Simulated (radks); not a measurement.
Values are calculated unless marked as measured or tabulated.
Neutral lutetium inside a hard spherical wall (all orbitals vanish at R), configuration held at [Xe] 4f14 5d1 6s2 and not refilled when levels cross. Code: a radial shooting solver on a logarithmic mesh with Libxc functionals. Model: scalar-relativistic Kohn-Sham, PBE, spin-unpolarised, spherical densities, finite nucleus; Fermi nuclear charge, rms radius 5.37 fm. Eigenvalues in eV, with the zero of energy where the potential of the charges vanishes at infinity; a dash marks a level that is unbound or too diffuse for the functional's potential to be trusted. A positive occupied level is held by the wall or, in an anion where self-interaction has pushed it up, behind a barrier. The pressure on the wall is -dE/dV.

R (bohr)	E (hartree)	kinetic (hartree)	e(5p)	e(4f)	e(6s)	e(5d)	e(6p, empty)	e(7s, empty)	pressure (GPa)
free	-14561.4707	15906.333	-31.664	-9.628	-4.658	-1.751	-1.345	-	0
15	-14561.4707	15906.334	-31.660	-9.623	-4.655	-1.747	-1.334	0.209	0.000167
12	-14561.4704	15906.336	-31.627	-9.590	-4.634	-1.719	-1.271	0.854	0.00391
10	-14561.4690	15906.348	-31.511	-9.472	-4.555	-1.617	-1.078	2.044	0.0386
8	-14561.4587	15906.416	-31.039	-8.995	-4.193	-1.199	-0.366	5.164	0.433
2	-14543.3297	15969.807	27.979	51.902	161.67	78.230	199.71	427.38	23300
1.5	-14499.6897	16105.419	126.85	124.15	429.94	201.67	489.13	954.85	177000
